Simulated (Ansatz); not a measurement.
Reaction (ligand exchange at the Si–C bond): `[SiH3]C([SiH3])S` + `C=C[SiH2]O` → `C=C[SiH2]O[SiH3]` + `[SiH3]CS`

Isolated molecules relaxed with PBE0-D4/def2-TZVP in Ansatz; ΔE leaves out vibrations. CBS: MP2 limit from def2 TZ/QZ plus the TZ coupled-cluster correction, frozen cores. Functionals use def2-TZVPP. B3LYP here is the variant with VWN-RPA as its local correlation; programs differ in this. Each species was taken in one conformer, which may not be the lowest.

```tsv
level	ΔE (kJ/mol)
PBE-D4	-87.2
r2SCAN-D4	-100.5
ωB97X-V	-103.2
B3LYP	-111.1
HF/def2-TZVPP	-131.9
MP2/def2-QZVPP	-101.1
MP2/CBS(def2)	-100.4
CCSD/CBS(def2)	-106.9
```

Question: What does CCSD(T)/CBS give? (Estimate.)

Answer: Computed: -101.9 kJ/mol. The listed levels differ from it by 14.7, 1.4, -1.3, -9.2, -30.0, 0.8, 1.5, -5.0 kJ/mol.

Largest T1 diagnostic among the species: 0.012.

In def2-TZVPP, CCSD(T) changes the Hartree–Fock value by +30.2 kJ/mol (the triples alone add +4.9 kJ/mol) and MP2 by +31.7 kJ/mol. The D4 term adds +5.0 kJ/mol with B3LYP and +2.4 kJ/mol with PBE0; it sums over pairs of atoms, weighted by their polarisabilities, and B3LYP, whose exchange is more repulsive, gets the larger term.
